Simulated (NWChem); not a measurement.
System: C2H3ClO2Si; SMILES O[Si@]1(Cl)C=CO1

```xyz
9

O     -1.8950     0.3584    -0.0046
Si    -0.2956    -0.0072    -0.0817
Cl     0.6616     1.8024     0.0152
C      0.4068    -1.3501    -1.1197
C      0.7028    -1.9129     0.0684
O      0.2572    -1.1128     1.1255
H     -2.5011    -0.3981    -0.0091
H      0.6283    -1.6950    -2.1178
H      1.2094    -2.8325     0.3529
```
Atoms are numbered in this order, from 1.

Results from NWChem. The geometry was optimised at B3LYP/6-31G* (spherical d). Total energies compare along this basis series because the functional is fixed.

```json
[
 {"level": "TPSS/cc-pVDZ", "basis functions": "107", "energy (Ha)": "-978.3241", "highest occupied level (eV)": "-5.80", "orbital gap (eV)": "4.60", "dipole (D)": "2.84"},
 {"level": "TPSS/aug-cc-pVDZ", "basis functions": "173", "energy (Ha)": "-978.3521", "highest occupied level (eV)": "-6.06", "orbital gap (eV)": "4.55", "dipole (D)": "2.76"},
 {"level": "TPSS/cc-pVTZ", "basis functions": "230", "energy (Ha)": "-978.4452", "highest occupied level (eV)": "…", "orbital gap (eV)": "4.62", "dipole (D)": "2.73"}
]
```

**Question.** Fill in the missing entries.

**Answer.** 
- TPSS/cc-pVTZ, highest occupied level (eV): -5.99
